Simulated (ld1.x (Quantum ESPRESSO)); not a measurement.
## Logarithmic derivatives: Zn (Z = 30), TM

zinc (Zn), norm-conserving Troullier–Martins (Kleinman–Bylander form), made with ld1.x (Quantum ESPRESSO) 7.5 (LDA (PZ), scalar-relativistic). Core [Ne], reference 3s2 3p6 3d10 4s2 4p0. Waves: 3s (bound): rc 0.95 bohr; 3p (bound): rc 1.00 bohr; 3d (bound): rc 1.05 bohr. Local part: all-electron potential smoothed inside 0.95 bohr (lloc = -1). Core correction: none.

Occupied shells without a wave of their own: 4s. They enter only through the test configuration that unscreens the potential.

The phase is arctan(r·u′/u) with u = r·R(r), unwrapped; energies in Ry, scanned from -11 to 5 Ry. A pole is an energy at which the radial function vanishes at the test radius. The pseudo phase is shifted by a multiple of π to meet the all-electron one at the reference energy, and phase errors are pseudo minus all-electron; the curves can meet again beyond the range given. Levels narrower than the energy grid can be missing from the lists of poles.

Task: For each channel, where are the poles, and over which energies does the pseudopotential scatter like the atom?

Result:

| channel | radius (bohr) | reference energy (Ry) | poles, all-electron | poles, pseudo | unbroken range about the reference energy with phases within 0.05 rad | phase error 1 Ry above the reference energy (rad) |
| --- | --- | --- | --- | --- | --- | --- |
| s | 1.15 | -9.45 | -7.77 | -7.77 | below 4.6 | -0.000 |
| p | 1.15 | -6.12 | -4.13 | -4.14 | the whole range | -0.000 |
| d | 1.15 | -0.77 | 1.63 | 1.68 | the whole range | +0.002 |

Phases in the p channel:

| E (Ry) | all-electron | pseudo |
| --- | --- | --- |
| -11.00 | 1.175 | 1.174 |
| -10.52 | 1.144 | 1.143 |
| -10.04 | 1.105 | 1.104 |
| -9.56 | 1.052 | 1.051 |
| -9.08 | 0.978 | 0.976 |
| -8.60 | 0.864 | 0.862 |
| -8.12 | 0.675 | 0.672 |
| -7.64 | 0.334 | 0.331 |
| -7.16 | -0.224 | -0.226 |
| -6.68 | -0.780 | -0.781 |
| -6.20 | -1.121 | -1.121 |
| -5.72 | -1.311 | -1.311 |
| -5.24 | -1.425 | -1.426 |
| -4.76 | -1.502 | -1.502 |
| -4.28 | -1.557 | -1.557 |
| -3.80 | -1.599 | -1.599 |
| -3.32 | -1.632 | -1.633 |
| -2.84 | -1.660 | -1.661 |
| -2.36 | -1.684 | -1.686 |
| -1.88 | -1.706 | -1.708 |
| -1.40 | -1.726 | -1.728 |
| -0.92 | -1.744 | -1.747 |
| -0.44 | -1.762 | -1.765 |
| 0.04 | -1.779 | -1.783 |
| 0.52 | -1.797 | -1.801 |
| 1.00 | -1.814 | -1.819 |
| 1.48 | -1.832 | -1.838 |
| 1.96 | -1.851 | -1.857 |
| 2.44 | -1.871 | -1.878 |
| 2.92 | -1.892 | -1.901 |
| 3.40 | -1.915 | -1.926 |
| 3.88 | -1.941 | -1.953 |
| 4.36 | -1.969 | -1.984 |
| 4.84 | -2.000 | -2.019 |
